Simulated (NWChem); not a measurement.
System: C₂H₄BFN₂; SMILES N#CCB(F)N

Excerpt of the output:

```
             Northwest Computational Chemistry Package (NWChem) 7.3.0
             --------------------------------------------------------

                             Geometry "geometry" -> ""
                             -------------------------

 Output coordinates in angstroms (scale by  1.889725989 to convert to a.u.)

  No.       Tag          Charge          X              Y              Z
 ---- ---------------- ---------- -------------- -------------- --------------
    1 N                    7.0000     0.32095500     2.60631500     0.00000000
    2 C                    6.0000    -0.30997000     1.61796000     0.00000000
    3 C                    6.0000    -0.99552100     0.33661500     0.00000000
    4 B                    5.0000     0.01521200    -0.90645100     0.00000000
    5 N                    7.0000     1.40256600    -0.74988500     0.00000000
    6 F                    9.0000    -0.53047500    -2.14195800     0.00000000
    7 H                    1.0000    -1.66121800     0.25943800    -0.88728000
    8 H                    1.0000    -1.66121800     0.25943800     0.88728000
    9 H                    1.0000     1.84587300     0.16992300     0.00000000
   10 H                    1.0000     2.04857900    -1.53926600     0.00000000

 Effective nuclear repulsion energy (a.u.)     195.3616527515

                              NWChem Property Module
                              ----------------------

  itol2e modified to match energy
  convergence criterion.

                                 NWChem DFT Module
                                 -----------------

 Summary of "ao basis" -> "ao basis" (spherical)
 ------------------------------------------------------------------------------
       Tag                 Description            Shells   Functions and Types
 ---------------- ------------------------------  ------  ---------------------
 N                          def2-svp                 6       14   3s2p1d
 C                          def2-svp                 6       14   3s2p1d
 B                          def2-svp                 6       14   3s2p1d
 F                          def2-svp                 6       14   3s2p1d
 H                          def2-svp                 3        5   2s1p

  itol2e modified to match energy
  convergence criterion.

            General Information
            -------------------
          SCF calculation type: DFT
          Wavefunction type:  closed shell.
          No. of atoms     :    10
          No. of electrons :    44
           Alpha electrons :    22
            Beta electrons :    22
          Charge           :     0
          Spin multiplicity:     1
          Use of symmetry is: off; symmetry adaption is: off
          Maximum number of iterations: 150
          AO basis - number of functions:   104
                     number of shells:    48
          Convergence on energy requested:  1.00D-07
          Convergence on density requested:  1.00D-05
          Convergence on gradient requested:  5.00D-04

              XC Information
              --------------
                         PBE0 Method XC Functional
                     Hartree-Fock (Exact) Exchange  0.250
          PerdewBurkeErnzerhof Exchange Functional  0.750
            Perdew 1991 LDA Correlation Functional  1.000 local
           PerdewBurkeErnz. Correlation Functional  1.000 non-local

[...]

          -----------------------
          Electric field gradient
          -----------------------

 1 a.u. = 0.324123 10**(16) esu/cm**3  ( or statvolts/cm**2 ) = 0.97174 10**(22) v/m**2

 ------------------------------------------------------------
   Atom      X         Y         Z
 ------------------------------------------------------------
    1 N    0.60652   4.92522   0.00000
 ------------------------------------------------------------

 Electric field gradient in molecular frame (a.u.)
         XX             YY             ZZ             XY             XZ             YZ
 ------------------------------------------------------------------------------------------
       -0.059699       0.455178      -0.395479       0.486223       0.000000      -0.000000

 Principal components (a.u.) and orientation
 of principal axis w.r.t. absolute frame                      Asymmetry parameter eta
 --------------------------------------------------------------------------------------
        0.747910      -0.395479      -0.352431                       0.057557

        0.515788      -0.000000       0.856716
        0.856716       0.000000      -0.515788
       -0.000000       1.000000       0.000000

 ------------------------------------------------------------
   Atom      X         Y         Z
 ------------------------------------------------------------
    2 C   -0.58576   3.05750   0.00000
 ------------------------------------------------------------

 Electric field gradient in molecular frame (a.u.)
         XX             YY             ZZ             XY             XZ             YZ
 ------------------------------------------------------------------------------------------
       -0.033745       0.173478      -0.139733       0.205531      -0.000000       0.000000

 Principal components (a.u.) and orientation
 of principal axis w.r.t. absolute frame                      Asymmetry parameter eta
 --------------------------------------------------------------------------------------
        0.300037      -0.160303      -0.139733                       0.068557

        0.524332       0.851514      -0.000000
        0.851514      -0.524332       0.000000
       -0.000000       0.000000       1.000000

 ------------------------------------------------------------
   Atom      X         Y         Z
 ------------------------------------------------------------
    3 C   -1.88126   0.63611   0.00000
 ------------------------------------------------------------

 Electric field gradient in molecular frame (a.u.)
         XX             YY             ZZ             XY             XZ             YZ
 ------------------------------------------------------------------------------------------
        0.053855      -0.058357       0.004502      -0.180300      -0.000000      -0.000000

 Principal components (a.u.) and orientation
 of principal axis w.r.t. absolute frame                      Asymmetry parameter eta
 --------------------------------------------------------------------------------------
       -0.191079       0.186577       0.004502                       0.952878

        0.592821       0.805335      -0.000000
        0.805335      -0.592821      -0.000000
        0.000000       0.000000       1.000000

 ------------------------------------------------------------
   Atom      X         Y         Z
 ------------------------------------------------------------
    4 B    0.02875  -1.71294   0.00000
 ------------------------------------------------------------

 Electric field gradient in molecular frame (a.u.)
         XX             YY             ZZ             XY             XZ             YZ
 ------------------------------------------------------------------------------------------
        0.205160       0.072704      -0.277864      -0.064292      -0.000000       0.000000

 Principal components (a.u.) and orientation
 of principal axis w.r.t. absolute frame                      Asymmetry parameter eta
 --------------------------------------------------------------------------------------
       -0.277864       0.231234       0.046630                       0.664366

        0.000000       0.926693       0.375820
       -0.000000      -0.375820       0.926693
        1.000000      -0.000000       0.000000

 ------------------------------------------------------------
   Atom      X         Y         Z
 ------------------------------------------------------------
    5 N    2.65047  -1.41708   0.00000
 ------------------------------------------------------------

 Electric field gradient in molecular frame (a.u.)
         XX             YY             ZZ             XY             XZ             YZ
 ------------------------------------------------------------------------------------------
       -0.175727      -0.497874       0.673601       0.059442       0.000000      -0.000000

 Principal components (a.u.) and orientation
 of principal axis w.r.t. absolute frame                      Asymmetry parameter eta
 --------------------------------------------------------------------------------------
        0.673601      -0.508492      -0.165109                       0.509772

        0.000000      -0.175847       0.984418
       -0.000000       0.984418       0.175847
        1.000000       0.000000      -0.000000

 ------------------------------------------------------------
   Atom      X         Y         Z
 ------------------------------------------------------------
    6 F   -1.00245  -4.04771   0.00000
 ------------------------------------------------------------

 Electric field gradient in molecular frame (a.u.)
         XX             YY             ZZ             XY             XZ             YZ
 ------------------------------------------------------------------------------------------
        0.645938      -0.996259       0.350321      -0.890959      -0.000000       0.000000

[...]
```

Level: PBE0/def2-SVP. Geometry: optimised at PBE-D3(BJ)/def2-SVP. NWChem prints the field gradient with the sign opposite to the second derivative of the potential.

Task: Write an input that gives this output.

Result: One answer among several that fit: the input that was run:
```
start job
memory heap 200 mb stack 900 mb global 1100 mb
geometry units angstroms noautosym nocenter noautoz
  N      0.320955     2.606315     0.000000
  C     -0.309970     1.617960     0.000000
  C     -0.995521     0.336615     0.000000
  B      0.015212    -0.906451     0.000000
  N      1.402566    -0.749885     0.000000
  F     -0.530475    -2.141958     0.000000
  H     -1.661218     0.259438    -0.887280
  H     -1.661218     0.259438     0.887280
  H      1.845873     0.169923     0.000000
  H      2.048579    -1.539266     0.000000
end
basis spherical
  * library def2-svp
end
dft
  xc pbe0
  iterations 150
end
property
  efieldgrad
end
task dft property
```
